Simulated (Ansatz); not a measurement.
CS₂, charge -1, doublet, at a GFN2-xTB geometry (a state made from the parent by changing its charge; the spin is typed, not shown lowest) (a gas-phase anion, which may not be bound at this level); REVPBE/6-31G** in Ansatz (an electronic-structure program).

The Ansatz input:
Ansatz 0.2 input:
```yaml
crystal:
  periodic: [false, false, false]
  atoms:
    - {symbol: S, position_ang: [-1.51923977, 0.08486952, 0.11700503]}
    - {symbol: C, position_ang: [-0.01346990, -0.09837998, -0.46327954]}
    - {symbol: S, position_ang: [1.52429098, -0.04797703, 0.05672480]}
basis:
  gaussian:
    orbitals: 6-31G__.json
hamiltonian:
  xc: revpbe
total_charge: -1
magnetization: {spin_polarized: true, initial_magnetization: 1}
```
The basis file holds 6-31G** in the JSON format of the Basis Set Exchange.

It wrote (shortened):

```
Functional definition: revPBE
579 factors; their error is unknown
mean field evaluation 1: about -22702.6525 eV, gradient 5.2e0 eV
mean field evaluation 2: about -22702.5862 eV, gradient 6.6e0 eV
mean field evaluation 4: about -22702.8020 eV, gradient 5.7e-1 eV
mean field evaluation 8: about -22702.7687 eV, gradient 1.2e-1 eV
mean field evaluation 16: about -22702.7687 eV, gradient 2.6e-6 eV
mean field -22702.76873159 eV, -834.3113623966 hartree, gradient 2.6e-6 eV, S^2 0.752509; 0 other end points of the search recorded, 0 dependent functions left out
reference -22702.76876402 eV, -834.3113635885 hartree; 20, 19 occupied and 33, 34 virtual orbitals, 579 factors
Total energy: -22702.76876402 eV, -834.3113635885 hartree
```
